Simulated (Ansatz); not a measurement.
Born–Oppenheimer molecular dynamics of a periodic cell of 40 atoms, H$_{4}$C (contents 8 CH4, density as packed 0.38 g/cm³ with natural masses). It starts from a partly relaxed structure (largest force component 0.12 eV/Å).

The calculation used Ansatz 0.2.0, DFT LDA, scalar-relativistic, plane waves, PAW. Settings: accuracy low, cutoff 420 eV, k mesh 1x1x1, fermi-dirac smearing 0.05 eV, no spin polarisation.

```json
{"ensemble": "NVT, Langevin thermostat", "time step": "0.5 fs", "steps asked": "300", "set temperature": "700 K", "friction": "0.02 /fs", "seed": "878747"}
```

Frames 10 fs apart, positions in Å.

Velocities at 75.0 fs (Å/ps):

```
C -2.71 -2.99 -5.57
H -21.42 27.43 -8.59
H -6.40 -2.71 -31.57
H -27.23 -46.92 -6.49
H 21.16 10.73 -4.50
C -9.09 3.14 -0.29
H 2.18 14.76 -2.25
H -10.85 19.50 3.54
H -23.39 12.32 -7.81
H -26.12 -17.29 -45.23
C 5.71 -8.33 -3.58
H 17.84 -12.79 -8.65
H -10.74 15.17 -4.56
H -2.52 -9.55 7.73
H 4.19 -11.28 -2.12
C 3.48 8.02 -2.47
H -14.72 -10.69 29.89
H -20.15 47.35 -0.66
H 49.55 -7.77 -30.64
H -10.82 -35.58 -59.35
C -15.22 7.90 -1.30
H -37.21 -4.20 13.92
H 1.91 18.27 13.13
H -30.12 3.57 5.28
H 21.20 21.38 -4.45
C -12.85 -8.59 0.95
H -4.43 -30.23 6.81
H 0.30 -7.13 3.14
H 25.43 27.97 13.09
H -11.94 -8.52 6.56
C 2.90 14.93 2.65
H 18.50 1.90 -2.27
H -11.56 -16.69 -34.46
H 15.75 4.78 -70.64
H -32.40 -17.88 20.38
C 8.10 -2.20 -13.29
H -15.90 33.76 5.35
H 32.34 -31.43 -3.52
H -49.44 -14.77 -6.86
H -21.97 20.88 -24.16
```

```xyz
40
Lattice="8.2150 0.0000 0.0000 0.0000 8.2150 0.0000 0.0000 0.0000 8.2150" Properties=species:S:1:pos:R:3 time_fs=75.0 energy_less_start_eV=1.960 T=643
C 3.980 1.806 0.181
H 4.556 0.906 0.273
H 2.976 1.475 0.256
H 4.081 2.073 -0.860
H 4.213 2.684 0.798
C 7.147 1.680 6.889
H 8.235 1.746 7.097
H 6.761 0.734 7.361
H 6.966 1.637 5.839
H 6.427 2.408 7.212
C 0.958 7.482 1.562
H 1.917 7.340 2.053
H 0.139 7.392 2.333
H 1.068 6.736 0.662
H 0.883 8.522 1.009
C 4.290 4.543 6.059
H 5.072 4.790 5.274
H 3.871 3.624 5.682
H 3.424 5.278 6.136
H 4.716 4.525 7.084
C 3.331 4.296 2.387
H 4.313 3.911 2.668
H 2.489 3.653 2.456
H 3.768 4.484 1.420
H 3.043 5.135 2.946
C -0.538 2.292 2.913
H -1.408 2.025 2.318
H -0.871 3.175 3.427
H 0.438 2.367 2.347
H -0.431 1.543 3.689
C 5.580 8.213 3.163
H 4.793 8.598 2.604
H 6.609 8.230 2.770
H 5.376 7.243 3.393
H 5.641 8.822 4.203
C 2.573 1.438 4.709
H 1.811 1.991 4.064
H 2.520 0.316 4.630
H 2.376 1.778 5.799
H 3.594 1.745 4.384
40
Lattice="8.2150 0.0000 0.0000 0.0000 8.2150 0.0000 0.0000 0.0000 8.2150" Properties=species:S:1:pos:R:3 time_fs=85.0 energy_less_start_eV=2.308 T=689
C 3.923 1.823 0.075
H 4.603 1.032 0.488
H 2.878 1.641 0.149
H 4.124 1.895 -0.994
H 4.195 2.743 0.602
C 7.020 1.732 6.853
H 8.002 2.086 7.161
H 6.875 0.649 7.261
H 7.046 1.542 5.801
H 6.327 2.495 7.117
C 1.058 7.421 1.487
H 1.993 7.289 2.007
H 0.170 7.290 2.124
H 0.738 6.652 0.702
H 0.931 8.524 1.119
C 4.308 4.576 6.025
H 5.162 4.868 5.303
H 3.558 3.850 5.767
H 3.684 5.597 6.034
H 4.821 4.117 6.992
C 3.228 4.371 2.385
H 3.987 3.825 2.978
H 2.407 3.667 2.487
H 3.253 4.491 1.294
H 3.148 5.362 2.793
C -0.633 2.183 2.923
H -1.353 1.761 2.248
H -0.902 3.096 3.405
H 0.333 2.569 2.412
H -0.360 1.475 3.722
C 5.613 8.284 3.143
H 4.917 8.807 2.489
H 6.458 8.361 2.460
H 5.420 7.245 2.978
H 5.578 8.593 4.285
C 2.625 1.434 4.588
H 1.892 1.901 3.934
H 2.677 0.329 4.376
H 2.212 1.615 5.607
H 3.565 1.971 4.381
40
Lattice="8.2150 0.0000 0.0000 0.0000 8.2150 0.0000 0.0000 0.0000 8.2150" Properties=species:S:1:pos:R:3 time_fs=95.0 energy_less_start_eV=2.974 T=610
C 3.886 1.869 0.006
H 4.551 1.205 0.645
H 2.889 1.707 0.336
H 4.192 1.971 -1.026
H 4.025 2.875 0.329
C 6.935 1.735 6.837
H 7.681 2.367 7.290
H 6.727 0.763 7.541
H 7.039 1.641 5.752
H 5.986 2.221 7.154
C 1.038 7.355 1.442
H 1.980 7.101 1.827
H 0.336 7.289 2.261
H 0.891 6.658 0.541
H 1.062 8.386 0.949
C 4.320 4.596 5.965
H 5.009 4.612 5.045
H 3.409 4.115 5.598
H 4.077 5.673 6.522
H 4.706 4.047 6.984
C 3.159 4.387 2.395
H 4.061 3.908 2.881
H 2.141 4.058 2.709
H 3.328 4.212 1.287
H 3.034 5.503 2.602
C -0.627 2.179 2.943
H -1.274 1.853 2.150
H -1.257 2.955 3.454
H 0.248 2.498 2.362
H -0.316 1.302 3.471
C 5.579 8.233 3.018
H 4.724 8.968 2.800
H 6.598 8.394 2.689
H 5.088 7.177 2.889
H 5.857 8.421 4.104
C 2.651 1.489 4.452
H 2.044 1.844 3.703
H 2.936 0.498 4.074
H 2.361 1.469 5.528
H 3.628 1.933 4.620
40
Lattice="8.2150 0.0000 0.0000 0.0000 8.2150 0.0000 0.0000 0.0000 8.2150" Properties=species:S:1:pos:R:3 time_fs=105.0 energy_less_start_eV=2.827 T=627
C 3.863 1.994 -0.051
H 4.685 1.327 0.451
H 2.861 1.609 0.197
H 3.825 1.649 -1.096
H 3.972 3.036 0.160
C 6.772 1.763 6.886
H 7.480 2.418 7.407
H 6.862 0.652 7.305
H 7.160 1.605 5.852
H 5.794 2.171 6.580
C 1.047 7.321 1.369
H 2.031 7.039 1.667
H 0.386 7.254 2.216
H 0.719 6.492 0.661
H 1.205 8.314 0.921
C 4.277 4.588 5.975
H 5.149 4.522 5.253
H 3.313 4.326 5.568
H 4.403 5.741 6.369
H 4.724 3.785 6.699
C 3.105 4.393 2.385
H 3.845 4.086 3.170
H 2.199 3.985 2.879
H 3.348 4.164 1.303
H 3.269 5.542 2.518
C -0.593 2.199 2.887
H -1.316 1.803 2.152
H -1.078 2.854 3.677
H 0.171 2.864 2.465
H -0.301 1.341 3.502
C 5.523 8.194 2.984
H 4.894 9.155 2.822
H 6.365 8.079 2.289
H 4.917 7.110 2.740
H 5.767 8.155 4.091
C 2.759 1.481 4.366
H 2.130 2.094 3.829
H 3.026 0.560 3.956
H 2.094 1.204 5.197
H 3.615 2.129 4.481
40
Lattice="8.2150 0.0000 0.0000 0.0000 8.2150 0.0000 0.0000 0.0000 8.2150" Properties=species:S:1:pos:R:3 time_fs=115.0 energy_less_start_eV=2.376 T=616
C 3.764 2.045 -0.151
H 4.747 1.576 0.286
H 2.918 1.643 0.453
H 3.796 1.893 -1.237
H 3.949 3.095 -0.023
C 6.682 1.752 6.835
H 6.969 2.581 7.546
H 6.486 0.806 7.415
H 7.520 1.733 6.107
H 5.659 2.060 6.569
C 1.099 7.326 1.320
H 2.061 6.945 1.643
H 0.450 7.400 2.149
H 0.578 6.696 0.599
H 1.143 8.248 0.864
C 4.340 4.615 5.983
H 4.987 4.455 5.147
H 3.397 4.537 5.549
H 4.408 5.659 6.421
H 4.323 3.829 6.710
C 3.108 4.406 2.442
H 3.711 3.864 3.176
H 2.004 4.032 2.567
H 3.353 3.881 1.461
H 3.113 5.568 2.380
C -0.607 2.261 2.940
H -1.391 1.922 2.200
H -1.068 2.876 3.798
H 0.145 2.911 2.355
H 0.159 1.453 3.205
C 5.448 8.116 2.944
H 5.014 9.146 2.619
H 6.228 7.976 2.153
H 4.472 7.467 2.623
H 5.881 7.846 3.938
C 2.833 1.490 4.298
H 2.199 2.037 3.665
H 3.105 0.747 3.627
H 2.321 1.119 5.177
H 3.592 2.076 4.825
```

Of the whole run (150 fs, mean temperature of the second half 705 K): A run of 0.15 ps of so small a system gives no equilibrium averages. Limits of this set-up: coarse k mesh, low accuracy level.

Time of the run: 7.5 min on 1 thread of Arm Neoverse V1, on a shared host, peak memory 0.42 GiB.
